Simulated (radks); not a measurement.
Results of a calculation; reference values are marked as such.
The mean radii <r> (bohr) of the occupied orbitals of an atom or ion are listed with their occupations. Code: a radial shooting solver on a logarithmic mesh with Libxc functionals. Model: non-relativistic Kohn-Sham, LDA (Slater exchange, VWN5 correlation), spin-polarised, spherical densities, point nucleus.

orbital  occ.      <r>
1s up       1  0.01942
1s down     1  0.01942
2s up       1  0.08185
2s down     1  0.08185
2p up       3  0.06916
2p down     3  0.06916
3s up       1   0.2069
3s down     1   0.2069
3p up       3   0.1971
3p down     3   0.1971
3d up       5   0.1723
3d down     5   0.1723
4s up       1   0.4569
4s down     1   0.4569
4p up       3   0.4615
4p down     3   0.4615
4d up       5   0.4710
4d down     5   0.4709
4f up       7   0.5036
4f down     7   0.5032
5s up       1    1.053
5s down     1    1.052
5p up       3    1.151
5p down     3    1.149
5d up       5    1.658
5d down     4    1.650
6s up       1    3.329

Name the element and its charge. Open shells, if any, are filled with parallel spins first.

Answer. Z = 78, platinum, charge 0: Pt in [Xe] 4f14 5d9 6s1. The 1s radius gives Z: for a bare nucleus <r> = 1.5/Z, 0.01923 bohr for Z = 78, and screening makes it slightly larger (0.01942 here). The occupations add up to 78, and the charge is Z minus that.
